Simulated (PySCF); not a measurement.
Some computed properties have been withheld. Give your best values.

Species: C5H6N2O.
SMILES: `n1ccc(cn1)OC`

Conformer (atom-mapped SMILES and torsion angles): `[CH3:1][O:2][c:3]1[cH:4][cH:5][n:6][n:7][cH:8]1`: C1–O2–C3–C4 1°.

```json
{"property": "point group of the GFN2-xTB geometry", "level": "GFN2-xTB", "value": "Cs"}
{"property": "rotational constants A, B, C of the GFN2-xTB geometry", "level": "GFN2-xTB", "value": "5.531, 1.585, 1.242 GHz"}
{"property": "dipole moment", "level": "PBE0/pcSseg-1", "value": "?"}
{"property": "HOMO energy", "level": "PBE0/pcSseg-1", "value": "?"}
{"property": "LUMO energy", "level": "PBE0/pcSseg-1", "value": "?"}
{"property": "13C chemical shifts (computed TMS as zero) by class", "level": "GIAO PBE0/pcSseg-1", "value": "?"}
{"property": "1H chemical shifts (computed TMS as zero) by class", "level": "GIAO PBE0/pcSseg-1", "value": "9.33 (1 H), 9.29 (1 H), 6.57 (1 H), 3.96 (3 H) ppm"}
{"property": "isotropic shieldings of nuclei other than C and H, by class", "level": "GIAO PBE0/pcSseg-1", "value": "?"}
```

Electronic properties: PySCF, gas phase, density fitting. One conformer (not necessarily the lowest) at the GFN2-xTB geometry, without solvent or vibrations. NMR classes are plain means over equivalent atoms (diastereotopic ones count apart unless rotation or inversion swaps them), as if these changed places fast; in this geometry the members of some classes differ.

Task: The isotropic shieldings of nuclei other than C and H, by class?

Result: -197 (1 N), -165 (1 N), 228 (1 O) ppm.

Task: Give the dipole moment.

Result: 5.79 D.

Task: Give the LUMO energy.

Result: -1.06 eV.

Task: Give the 13C chemical shifts (computed TMS as zero) by class.

Result: 163.9 (1 C), 154.6 (1 C), 148.6 (1 C), 108.6 (1 C), 55.2 (1 C) ppm.

Task: What is the HOMO energy?

Result: -6.58 eV.

The rotational constants make it an asymmetric top with κ = (2B − A − C)/(A − C) = -0.84, nearer the prolate limit (−1). The dipole matches unit charges of opposite sign 1.21 Å apart (1 e·Å = 4.8032 D). With B = h/(8π²I), that is 505.379 GHz u Å² over I, the principal moments of inertia are 91.4, 318.9 and 407.0 u Å² (most abundant isotopes).

For the NMR shielding job (PBE0/pcSseg-1), hardware: Arm Neoverse V2, one thread, no GPU, shared host. Cost: 17 s of wall time.
